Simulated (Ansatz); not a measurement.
Gas-phase electronic energies from Ansatz, PBE0-D4/def2-TZVP geometries. CBS: MP2 limit from def2 TZ/QZ plus the TZ coupled-cluster correction, frozen cores. This one scheme is used for every species. Functionals use def2-TZVPP. For Br outer-core shells are correlated without core-valence functions, which leaves a few kJ/mol of doubt a bond. Scalar relativity is left out up to krypton. Each species was taken in one conformer, which may not be the lowest.

Reaction (cleavage of the Si–Si bond): `F[Si](F)(Cl)[SiH2]Cl` + HBr → `F[Si](F)(Cl)Br` + `[SiH3]Cl`

CCSD(T)/CBS gives -23.6 kcal/mol.

(1) Another level gave -24.0 kcal/mol. Which?
A. r2SCAN0/def2-TZVPP
B. BLYP-D4/def2-TZVPP
C. B97M-V/def2-TZVPP
D. PBE0/def2-TZVPP

(2) What do rigid-rotor, harmonic-oscillator terms from PBE0-D4/def2-TZVP frequencies (298.15 K, 1 bar) make of the CCSD(T)/CBS value? (Best estimate.)

Largest T1 diagnostic among the species: 0.011.

Answers

(1) A. r2SCAN0 -24.0, B97M-V -22.8, BLYP-D4 -19.8, PBE0 -21.6 kcal/mol.

(2) Ansatz gave: ΔZPE = +1.3 kcal/mol, ΔH = -23.2 kcal/mol, ΔS = -3 J/(mol·K), ΔG = -23.0 kcal/mol. Modes under 50 cm⁻¹ make the entropy rough.

Leaving LDA and LC-ωPBE aside and taking each functional with its dispersion term where it has one, the values, not all of them listed here, spread over 4.9 kcal/mol, from ωB97M-V to PBE-D4. From r2SCAN to r2SCAN0 (25 % exact exchange), in def2-TZVPP and without D4, ΔE moves by −0.9 kcal/mol.
